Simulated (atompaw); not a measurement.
Scattering properties, PAW (atompaw) potential for scandium

atompaw 4.2.0.5 input, output lines left out:

```
Sc 21
LDA-PW scalarrelativistic loggrid 1500 logderivrange -3 5 201
4 4 3 0 0 0
4 0 1.5
4 1 0
3 2 1
0 0 0
c
c
c
v
c
c
v
v
2
3.00 2.80 2.60 2.35
y
-0.2
n
y
0.4
n
y
0.15
n
custom polynom vanderbiltortho sinc
bessel
3.00
3.00
3.00
3.00
1.30
3.00
```

The phase is arctan(r·u′/u) with u = r·R(r), unwrapped; energies in Ry, scanned from -3 to 5 Ry. A pole is an energy at which the radial function vanishes at the test radius. The pseudo phase is shifted by a multiple of π to meet the all-electron one at the reference energy, and phase errors are pseudo minus all-electron; the curves can meet again beyond the range given. Levels narrower than the energy grid can be missing from the lists of poles.

```tsv
channel	radius (bohr)	reference energy (Ry)	poles, all-electron	poles, pseudo	unbroken range about the reference energy with phases within 0.05 rad	phase error 1 Ry above the reference energy (rad)
s	3.01	-0.52	1.18	1.15, 2.81	below 1.9	-0.001
p	3.01	-0.29	-2.68, 1.93	1.17, 2.34	-2.5 to 1.1	-0.002
d	3.01	-0.49	-0.29, 3.15	-0.29, 2.54	below 0.9	-0.002
```

Phases in the d channel:

| E (Ry) | all-electron | pseudo |
| --- | --- | --- |
| -3.00 | 1.370 | 1.369 |
| -2.52 | 1.349 | 1.347 |
| -2.04 | 1.319 | 1.318 |
| -1.56 | 1.271 | 1.269 |
| -1.08 | 1.162 | 1.160 |
| -0.60 | 0.107 | 0.106 |
| -0.12 | -1.713 | -1.713 |
| 0.36 | -1.948 | -1.948 |
| 0.84 | -2.373 | -2.400 |
| 1.32 | -3.696 | -3.860 |
| 1.80 | -4.370 | -4.467 |
| 2.28 | -4.565 | -4.651 |
| 2.76 | -4.660 | -4.758 |
| 3.24 | -4.723 | -4.859 |
| 3.72 | -4.777 | -5.008 |
| 4.20 | -4.836 | -5.389 |
| 4.68 | -4.920 | -6.674 |
